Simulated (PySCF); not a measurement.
Spectra and structures to be paired. Computed, not measured: TDDFT B3LYP/def2-SVPD, vertical, gas phase, core orbitals frozen in the response in PySCF 2.14.0, density-fitted response routines. Geometries: GFN2-xTB; one conformer of each isolated species. Triplets are in the Tamm–Dancoff approximation.

A. `OC[C@@H]1C(SC1)=S`
B. `NC(=O)C(F)=C(F)F`
C. `O=C(F)c1ccccc1`

Lowest singlet levels (six at most, fewer where fewer were computed) with oscillator strengths:

1. 4.86 eV (f 0.025); 5.11 eV (f 0.000); 5.41 eV (f 0.242); 6.50 eV (f 0.168); 6.72 eV (f 0.000); 6.78 eV (f 0.535); T1 3.77 eV
2. 2.80 eV (f 0.000); 4.37 eV (f 0.082); 4.74 eV (f 0.095); 4.90 eV (f 0.001); 5.20 eV (f 0.033); 5.65 eV (f 0.041); T1 2.43 eV
3. 4.90 eV (f 0.000); 6.14 eV (f 0.069); 6.32 eV (f 0.339); 6.60 eV (f 0.004); 6.99 eV (f 0.044); 7.17 eV (f 0.007); T1 3.94 eV

Task: Match each spectrum to its molecule.

Result: 1 = C, 2 = A, 3 = B.
- A: S1 at 2.80 eV, HOMO→LUMO (100%); S1 has the pattern of n→π* at C=S; HOMO -6.39 and LUMO -2.26 eV.
- B: S1 at 4.90 eV, HOMO-1→LUMO (98%); Löwdin shares by element: HOMO carbon 52% or more, fluorine 13% or more, oxygen 12% (atoms not listed hold the other 22%); LUMO carbon 58%, oxygen 14% (atoms not listed hold the other 27%); HOMO -7.84 and LUMO -1.53 eV; point group Cs, 1 of its 6 listed states under f = 0.0005.
- C: S1 at 4.86 eV, HOMO→LUMO (80%), HOMO-1→LUMO+1 (14%); Löwdin shares by element: HOMO carbon 78% or more (atoms not listed hold the other 22%); LUMO carbon 45% or more, oxygen 16% (atoms not listed hold the other 40%); HOMO -7.86 and LUMO -2.27 eV; point group Cs, 2 of its 6 listed states under f = 0.0005.
B and C have S1 within 0.05 eV of each other; their strongest listed levels stand at 6.32 eV (f 0.339) and 6.78 eV (f 0.535).
